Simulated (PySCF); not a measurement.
PBE on K⁻ (potassium, charge -1), [Ar] 4s2, closed-shell 1S. Calculation: PySCF 2.14, in aug-cc-pwCVTZ-X2C with one added diffuse shell each of s, p, d, f type (10s9p7d4f, 100 functions); the spin-free X2C one-electron Hamiltonian (Gaussian nucleus).

```
cycle= 1 E= -602.04016547705  delta_E= -0.00621  |g|= 0.0292  |ddm|= 0.819
cycle= 2 E= -602.038382712054  delta_E= 0.00178  |g|= 0.0341  |ddm|= 4.91
cycle= 3 E= -602.041728807434  delta_E= -0.00335  |g|= 0.00466  |ddm|=  4.5
cycle= 4 E= -602.041810843092  delta_E= -8.2e-05  |g|= 0.000519  |ddm|= 0.392
cycle= 5 E= -602.041811995559  delta_E= -1.15e-06  |g|= 0.000139  |ddm|= 0.0322
cycle= 6 E= -602.041812124799  delta_E= -1.29e-07  |g|= 4.47e-05  |ddm|= 0.0301
cycle= 7 E= -602.041812138851  delta_E= -1.41e-08  |g|= 3.85e-06  |ddm|= 0.00527
cycle= 8 E= -602.041812138974  delta_E= -1.23e-10  |g|= 1.31e-07  |ddm|= 0.000468
converged SCF energy = -602.041812138974  <S^2> = -3.5527137e-14  2S+1 = 1
```

Highest occupied orbital energy: 0.698 eV; ⟨L²⟩ = 0.00; populations by l: s 8.00, p 12.00, d 0.00, f 0.00.

Q: Can this result be used?

A: With care. Self-consistency was reached. At PBE the highest occupied level has a positive energy, so only the finite basis holds that electron; in a semilocal or global hybrid functional this comes from self-interaction and does not mean that the real anion is unbound.
